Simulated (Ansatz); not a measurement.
```yaml
crystal:
  periodic: [false, false, false]
  atoms:
    - {symbol: F, position_ang: [1.404856, -1.299361, 0.963637]}
    - {symbol: B, position_ang: [0.273440, -1.030280, 0.326821]}
    - {symbol: F, position_ang: [-0.514117, -2.077019, 0.121531]}
    - {symbol: Al, position_ang: [-0.245904, 0.957541, -0.325427]}
    - {symbol: H, position_ang: [0.183164, 1.461115, -1.767944]}
    - {symbol: H, position_ang: [-1.059240, 1.924005, 0.635281]}
basis:
  gaussian: {orbitals: aug-cc-pVTZ}
hamiltonian: {xc: {name: TPSS}}
```

```sh
$ ansatz run in.yaml --threads 2 --pin off --events-out ev --progress --plain --max-ram 4352MiB
```

Shortened log:

```
Error: YAML parse error: error: line 12 column 19: hamiltonian.xc: no functional is named "TPSS"; the names, which are not case-sensitive, are SVWN5, SPW92, PBE, PBE0, PBEsol, revPBE, revPBE0, RPBE, rPW86-PBE, HSE06, wPBEh, LC-wPBE, HISS, HF, BLYP, B3LYP, B3LYP5, BHLYP, CAM-B3LYP, r2SCAN, r2SCANh, r2SCAN0, r2SCAN50, m-r2SCAN, B97, wB97, wB97X, wB97X-V, B97M-V, wB97M-V, B2PLYP, B2GP-PLYP, PBE0-DH, PBE-QIDH
10 | basis:
11 |   gaussian: {orbitals: aug-cc-pVTZ}
12 | hamiltonian: {xc: {name: TPSS}}
```

Task: Something in this input is off. What?

Result: The method's name isn't one that the program takes here. The input was rejected before any iteration.

HSE06 is defined as in plane-wave codes.
